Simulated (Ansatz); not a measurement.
A series at Si: from `[SiH3][SiH]([SiH3])[SiH3]`, ligands are replaced one by one, each step taking up H–F and setting free SiH₄; n counts the steps. Ansatz, PBE0-D4/def2-TZVP geometries.

CBS adds triple-zeta CCSD(T) − MP2 to the MP2 limit, frozen cores; atoms without spin–orbit coupling. 

```json
{"n": "0", "molecule": "`[SiH3][SiH]([SiH3])[SiH3]`", "atomization energy, CCSD(T)/CBS (kJ/mol)": "4032.7"}
{"n": "1", "molecule": "`F[SiH]([SiH3])[SiH3]`", "atomization energy, CCSD(T)/CBS (kJ/mol)": "?"}
{"n": "2", "molecule": "`F[SiH](F)[SiH3]`", "atomization energy, CCSD(T)/CBS (kJ/mol)": "2740.3"}
{"n": "3", "molecule": "`F[SiH](F)F`", "atomization energy, CCSD(T)/CBS (kJ/mol)": "2145.3"}
```

Task: By hand: fit a straight line y = ȳ + b (n − n̄) to the 3 given rows and predict n = 1.

Result: n̄ = 1.667, ȳ = 2972.77; Σ(n − n̄)(y − ȳ) = -2947.33, Σ(n − n̄)² = 4.667, so b = -631.53 kJ/mol a step. Prediction: 2972.77 + (-631.53) × (-0.667) = 3394.0 kJ/mol.

Task: By hand: compare with the computed value, 3359.0 kJ/mol, and give the steps along the whole series.

Result: The line misses by -35.0 kJ/mol (computed minus predicted). Steps: -673.7, -618.7, -595.0 kJ/mol.

The steps differ by up to 78.7 kJ/mol, small against a whole step but well beyond the method's doubt, so the ligands' effects don't simply add. The miss is 1.9 % of the series' range. The energies themselves are unsure by some kJ/mol a bond, though much of that is common to the series.
